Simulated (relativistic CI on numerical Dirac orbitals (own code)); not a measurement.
**What each ingredient does to the levels of W⁶⁶⁺**

Base calculation: Dirac-Coulomb-Breit CI, KLI orbitals optimised for each configuration, model QED (radiative potential, 1s self-energy scaled to tabulated hydrogen-like ionisation energies), unscaled Slater integrals.

CI space (outside the closed core 1s2): 2s²2p⁴, 2s2p⁵, 2p⁶, 2p⁵3s, 2s²2p³3s, 2p⁵3p, 2p⁵3d, 2s²2p³3p, 2s²2p³3d, 2s2p⁴3s, 2s2p⁴3p, 2s2p⁴3d, 2s²2p³4s, 2s²2p³4p, 2s²2p³4d, 2s²2p³4f, 2s²2p²3s², 2s2p⁴4s, 2s²2p²3s3p, 2s2p⁴4p, 2s²2p³5s, 2s²2p²3s3d, 2s2p⁴4d, 2s²2p³5p, 2s2p⁴4f, 2s²2p²3p², 2s²2p³5d, 2s²2p³5f, 2s²2p³5g, 2s²2p²3p3d, 2s2p³3s², 2s²2p²3d², 2s2p³3s3p, 2s2p³3s3d, 2s2p³3p², 2s2p⁴5s. Levels of other configurations are missing.

The lowest level and the first level of each name with at least 55 % of one term (blank where a level has no safe partner in the second run):

```csv
Level,Base (eV),Shift (eV)
2s²2p⁴ ³P2,0.0,0.0
2s²2p⁴ ¹S0,61.1,-5.0
2s²2p⁴ ³P1,1399.9,+1.3
2s²2p⁴ ¹D2,1418.8,-1.4
2s2p⁵ ³P°2,1808.7,+2.4
2s2p⁵ ¹P°1,1893.6,-5.5
2s²2p⁴ ³P0,2844.4,-1.2
2s2p⁵ ³P°0,3220.8,+2.5
2s2p⁵ ³P°1,3259.5,-2.0
2p⁶ ¹S0,3741.7,-1.8
2s²2p³3p ³P0,9220.6,-5.4
2s²2p³3d ³P°0,9300.6,-0.9
2s²2p³3s ³S°1,10036.5,+2.1
2s²2p³3s ³D°3,10048.9,-0.2
```

At this charge energies of transitions that change n are usually good to better than 1 %, and those within a shell (Δn = 0) to a few per cent.

One thing was changed in a second run, which moved the levels as shown. Which?
A. QED terms removed
B. configuration mixing switched off
C. valence Slater integrals scaled by 0.9
D. Breit term removed

C. Valence Slater integrals scaled by 0.9. Scaling acts on the splittings between terms and on the mixing, and leaves the fine structure of pure LS terms nearly alone; in jj coupling it moves the levels of one term differently.

LS names give the leading component of a level, which can be under half, so a name can repeat, a term be missing and a line seem to break the LS rules.
